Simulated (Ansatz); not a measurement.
The first iterations of a band of F4H2O2Ta (9 atoms, charge 0, multiplicity 2).

Method: UHF/def2-SVP (Ansatz).

```yaml
movable_images: 9
climbing_image: yes
spring: 5.0 eV/Å²
optimiser: quadratic models (default)
start_path: through a guess of the saddle point
force_threshold: 0.05 eV/Å
iteration_limit: 60
end_points: relaxed
```

Image 0:

```xyz
9
Properties=species:S:1:pos:R:3
Ta 0.309 -0.339 -0.002
F 1.269 -1.964 -0.011
F 0.961 -0.151 1.776
O 0.173 -0.369 -1.859
H 0.305 -0.322 -2.789
F 0.188 1.544 0.011
F -1.406 -0.870 0.446
O 2.573 0.360 -0.305
H 3.000 0.487 0.549
```

Image 10:

```xyz
9
Properties=species:S:1:pos:R:3
Ta -0.210 -0.049 -0.122
F 2.551 -0.144 -0.690
F 0.904 -0.309 1.428
O -0.423 -0.529 -1.915
H -0.204 -0.902 -2.752
F 0.284 1.767 -0.280
F -1.649 -0.994 0.644
O 3.387 -0.216 0.401
H 2.732 -0.247 1.101
```

| iteration | highest image above the first end (eV) | largest band force component (eV/Å) |
| --- | --- | --- |
| 1 | 9.121 | 23.266 |
| 2 | 5.512 | 6.124 |
| 3 | 5.352 | 2.453 |
| 4 | 5.182 | 1.306 |
| 5 | 5.079 | 1.293 |
| 6 | 5.076 | 13.976 |
| 7 | 5.023 | 3.329 |
| 8 | 4.968 | 0.940 |

**Question.** Does the band converge within its limit, and where does its top end?

**Answer.** It converged. It ended after 24 iterations with the highest image 4.866 eV above the first end. Beside the main top the profile has a ripple of under 15 meV (maxima at images 6, 9), which may be a very shallow well or noise. Neighbouring images differ by up to 4.2 eV, so the band resolves the path poorly. A vibrational analysis at the climbing image gives one clearly imaginary mode, 41i cm⁻¹: a first-order saddle point.

Time of the run: 10 min on 4 threads of Arm Neoverse V1, on a shared host, peak memory 0.58 GiB.
